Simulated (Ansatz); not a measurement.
Species: AlNH4, charge 0, singlet. AlNH4 (SMILES [NH2][AlH2]).
B3LYP-D3(BJ)/def2-TZVP minimum from Ansatz (a quantum-chemistry and plane-wave program):
```
Al
N 1 1.7703
H 2 1.0083 1 124.92
H 2 1.0083 3 110.17 1 180.00
H 1 1.5771 2 117.86 3 180.00
H 1 1.5771 5 124.27 2 180.00
```
Charge 0, spin multiplicity 1.

Hartree-Fock and MP2 correlation energies in hartree (Ansatz). Radicals and triplets start from unrestricted determinants; spin-orbit coupling is neglected. Cores are frozen in correlated methods. No relativity.

```json
[
 {"basis": "cc-pV(T+d)Z", "X": "3", "E(HF)": "-298.75618", "E(corr, MP2)": "-0.30686"},
 {"basis": "cc-pV(Q+d)Z", "X": "4", "E(HF)": "-298.76388", "E(corr, MP2)": "-0.32822"},
 {"basis": "cc-pV(5+d)Z", "X": "5", "E(HF)": "-298.76564", "E(corr, MP2)": "withheld"}
]
```

Fit E(corr) = E∞ + A/X³ to X = 3 and 4, predict X = 5, and compare with the run.

A = (-0.30686 - (-0.32822))/(1/27 - 1/64) = 0.9976; E∞ = -0.32822 - A/64 = -0.34381; at X = 5, E∞ + A/125 = -0.33583. The run gave -0.33665, 0.82 mEh below the prediction. The same form on X = 4 and 5 gives E∞ = -0.34549, 1.69 mEh below the first estimate.
